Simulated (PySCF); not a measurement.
**Solvent effects on NMR parameters**

Bonds (- single, = double, # triple, : aromatic): C1-C2, C2-O3, O3-C4, C4=O5, C4-C6, C6#C7, C7-C8, C8-F9, C8-F10, C8-F11. C1 carries H12, H13, H14; C2 carries H15, H16.

GIAO PBE0/pcSseg-1 in PySCF 2.14 on one PBE0-D3(BJ)/def2-SVP conformer, non-relativistic, equivalent nuclei averaged. Solvents enter as an IEF-PCM continuum (tetrahydrofuran with ε = 7.4, methanol with ε = 32.6) around the gas-phase geometry. Shifts are referred to TMS, CFCl3 computed in the same medium.

In tetrahydrofuran, δ in ppm: C4 157.9, C8 120.0, C6 81.9, C7 76.4, C2 64.5, C1 15.9, F9/F10/F11 -62.5, H15/H16 4.38, H12/H13/H14 1.32. Dipole moment 3.69 D.

(1) How does each δ change in the more polar medium?

(2) Which nuclei move most (in ppm), and what does the model miss?

## Answers

(1) 
```tsv
atoms	environment	Δδ, methanol
C4	ester carbonyl carbon	+0.4
C8	CF3 carbon	+0.2
C6	alkyne carbon	+0.2
C7	alkyne carbon	+0.2
C2	sp3 CH2 bonded to O	+0.4
C1	methyl carbon	+0.1
F9/F10/F11	fluorine of a CF3 group	+0.3
H15/H16	hydrogen on an sp3 CH2 bonded to O	+0.03
H12/H13/H14	hydrogen on a methyl carbon	0.00
```

Changes are relative to tetrahydrofuran. The dipole moment becomes 3.77 D in methanol.

(2) C4 (ester carbonyl carbon, +0.4 ppm) and C2 (sp3 CH2 bonded to O, +0.4 ppm) in methanol. A continuum only polarises the solute; specific hydrogen bonds, the anisotropy of aromatic solvents and changes of geometry or conformer are outside it.
